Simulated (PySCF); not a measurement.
[Ni(H2O)4]2+ holds Ni(II), d8, at total charge +2. The structure is a model geometry with rigid ligands and bond lengths from ionic radii and bond length changed to 0.96 of its base value, not a minimum; coordination tetrahedral, point group D2d, metal–donor distances 1.85 Å.

```
13

Ni    0.0000    0.0000    0.0000
O     1.0697    1.0697    1.0697
H     0.8537    1.9497    1.4017
H     1.9497    0.8537    1.4017
O    -1.0697   -1.0697    1.0697
H    -0.8537   -1.9497    1.4017
H    -1.9497   -0.8537    1.4017
O    -1.0697    1.0697   -1.0697
H    -1.9497    0.8537   -1.4017
H    -0.8537    1.9497   -1.4017
O     1.0697   -1.0697   -1.0697
H     1.9497   -0.8537   -1.4017
H     0.8537   -1.9497   -1.4017
```

Method (PySCF 2.14, density fitting): CASSCF(8,5) with orbitals averaged over all microstates of the shell, strongly contracted NEVPT2 on the averaged canonical orbitals; basis x2c-TZVPall on the metal, x2c-SVPall elsewhere; spin-free X2C; gas phase; spin-orbit coupling by state interaction with the mean-field operator over all roots.

Question: What is the ground state?

Answer: 3E (from 3T1) (S = 1, orbital degeneracy 2), with 3.9 electrons in the lower (e-type) set and 4.2 in the upper (t2-type) set, by NEVPT2.

Question: List the excited states of the same spin.

Answer: By NEVPT2: 3A2 (from 3T1) at 1280 cm⁻¹; 3B2 (from 3T2) at 2534 cm⁻¹; 3E (from 3T2) at 6450 cm⁻¹ (1550 nm); 3B1 (from 3A2) at 10714 cm⁻¹ (933 nm); 3E (from 3T1) at 19722 cm⁻¹ (507 nm); 3A2 (from 3T1) at 21182 cm⁻¹ (472 nm). The strongest, at 21182 cm⁻¹, has f = 6.4e-05.

Question: Which is the lowest state of another spin?

Answer: 1B2 (from 1T2) at 14982 cm⁻¹ by NEVPT2; CASSCF alone puts it at 16884 cm⁻¹ above the same ground state.

Question: Give the fitted ligand-field and repulsion parameters.

Answer: At CASSCF level (the NEVPT2 levels don't fit a ligand-field model well): orbital energies 0, 2694, 5676, 5676, 6362 cm⁻¹; 10Dq = 4557 cm⁻¹ (difference of the means of the two sets); B = 1252 cm⁻¹; C = 4679 cm⁻¹; B over its free-ion value at the same level 0.949; rms of the fit 116 cm⁻¹; ζ = 642 cm⁻¹ (free ion 660).

Question: What magnetic behaviour follows?

Answer: Degenerate or low-lying orbital states mix with the ground state, so no spin-only Hamiltonian applies. The lowest spin-orbit level is 1-fold; the next lies at 250.6 cm⁻¹. μeff is 4.15 μB at 300 K and 1.03 μB at 10 K; the spin-only value is 2.83 μB.

The geometry is a model, and the complex may not exist in this form. The ground state is orbitally degenerate in this regular structure, which would distort (Jahn–Teller), so its moment is that of the undistorted model. NEVPT2 lifts 3E (from 3T2) from 4977 to 6450 cm⁻¹; on the d shell alone such lifts tend to overshoot.

The job took 6.6 s on one thread of Intel Xeon Platinum 8559C (shared host), with 144 basis functions, launched as `OMP_NUM_THREADS=1 python lf_run.py task.json out`.
